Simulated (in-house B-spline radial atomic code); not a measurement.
Results of a calculation; reference values are marked as such.
# Zn in an electron gas of r_s = 3.3: phase shifts, screening and friction

A nucleus sits in a uniform electron gas with a rigid positive background. The Kohn-Sham equations are solved self-consistently in the spin-unpolarised LDA (PW92), non-relativistic, on B-splines with outgoing waves at the boundary and partial waves to l = 8. The model has no lattice, no bands and no magnetic solution. Atomic units; δ_l are the phase shifts at the Fermi level, counted so that each bound state adds π, and good to about 0.0005.

The density parameter is r_s = 3.3 bohr.

```csv
l,δ_l (rad)
0,10.4239
1,6.9960
2,3.1411
3,0.0005
4,0.0004
5,-0.0001
6,0.0000
7,-0.0001
8,0.0000
```

Bound levels below the band bottom (hartree): p -36.4, s -4.329, p -2.778, d -0.1551, s -0.02695 and deeper ones.

Problem. Check the Friedel sum rule, and say where the screening charge sits.

Solution. k_F = (9π/4)^(1/3)/r_s = 0.58156. The rule is Z = (2/π) Σ (2l + 1) δ_l. The terms are s 6.636, p 13.361, d 9.998, f 0.002 and 0.001 beyond, in all 29.999 against Z = 30. Bound states hold 8 s, 12 p, 10 d electrons, so the scattering states carry 0.00 in all; where a term is smaller than its bound count, the bound level has drawn weight out of the band.

Problem. Find the transport cross section and the electronic stopping of a 10 keV Zn ion (mass 65.38 u).

Solution. σ_tr = (4π/k_F²) Σ (l + 1) sin²(δ_l − δ_(l+1)). The terms for l = 0 to 3 are 0.0798, 0.8563, 0.0000, 0.0000, all together 0.9361, so σ_tr = 37.155 × 0.9361 = 34.780 bohr². With n = 3/(4π r_s³) = 0.006643, the friction coefficient is Q = n k_F σ_tr = 0.1344. For v well below v_F = 0.582, dE/dx = Q v; with 24801 eV per u at v = 1, v = √(10000/(24801 × 65.38)) = 0.0785, so dE/dx = 0.01055 hartree/bohr = 5.43 eV/nm. The largest term couples the p and d waves.
